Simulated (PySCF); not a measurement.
Input of a run (PBE0-D3(BJ)/def2-SVP geometry optimisation, gas phase (PySCF 2.14.0)), started from a GFN2-xTB structure with every atom displaced at random (by about 0.01 Å):
```
{"job": {"xc": "PBE0", "basis": "def2-SVP", "d3": "d3bj", "grid": 1, "shake": 0.01, "kind": "geom"}, "charge": 0, "multiplicity": 1}
Si     2.263250    -1.644050     0.111370
C      1.525970     0.124660    -0.090600
N      2.445280     1.062020    -0.259740
N      2.197500     2.311460    -0.404800
N      0.937170     2.713430    -0.419290
C     -0.055770     1.864250    -0.256320
C      0.184810     0.491510    -0.077030
C     -0.878520    -0.486200     0.101250
C     -2.220240    -0.322030    -0.580430
C     -2.145720    -0.129960     0.883340
H      1.780950    -2.152190     1.405950
H      1.700160    -2.446560    -0.964230
H      3.661520    -1.492690     0.026520
H     -1.060860     2.293620    -0.267500
H     -0.531780    -1.515370     0.225330
H     -2.693030    -1.205600    -0.971170
H     -2.346960     0.547010    -1.236570
H     -2.227390     0.881600     1.270920
H     -2.567060    -0.887860     1.523750
```

Output (energies in Eh, forces in Eh/bohr):
```
step   0  E = -686.73705590  max force = 0.034994
step   1  E = -686.74398138  max force = 0.005283
step   2  E = -686.74416159  max force = 0.001577
step   3  E = -686.74420506  max force = 0.001103
step   4  E = -686.74422156  max force = 0.000705
step   5  E = -686.74422581  max force = 0.000210
optimisation converged
```

Summarise the run.

The energy falls by 0.195 eV over 6 energy and gradient evaluations, the largest force component goes from 0.0350 to 2.1e-04 Eh/bohr, and the atoms move by 0.065 Å rms after alignment. The bond that changes most is Si1–H13 (SiH3 silicon to Si–H hydrogen), which lengthens by 0.077 Å. Bonds longer at the end by more than 0.005 Å: 12 of 20; shorter: 4. Among the angles that change most is H11–Si1–H13, from 114.5° to 110.6°. The energy never rose by more than 1e-6 Eh on the way. The first step brought 97 % of the lowering.

What are the final bond lengths?

Si1–C2 1.901 Å, C2–N3 1.343 Å, N3–N4 1.307 Å, N4–N5 1.310 Å, N5–C6 1.327 Å, C6–C7 1.395 Å, C7–C8 1.475 Å, C8–C9 1.513 Å, C9–C10 1.487 Å, C2–C7 1.403 Å, C8–C10 1.510 Å, Si1–H11 1.495 Å, Si1–H12 1.496 Å, Si1–H13 1.486 Å, C6–H14 1.096 Å, C8–H15 1.094 Å, C9–H16 1.093 Å, C9–H17 1.094 Å, C10–H18 1.094 Å, C10–H19 1.093 Å. Numbering counts from 1 in the input's order; the species is `[SiH3]c1nnncc1C1CC1`.

The run used 189 basis functions and 42 SCF cycles in all.

No frequency check. The numbers are those of one conformer.

Conformer computed: `[SiH3:1][c:2]1[n:3][n:4][n:5][cH:6][c:7]1[CH:8]1[CH2:9][CH2:10]1`: C6–C7–C8–C9 38°.
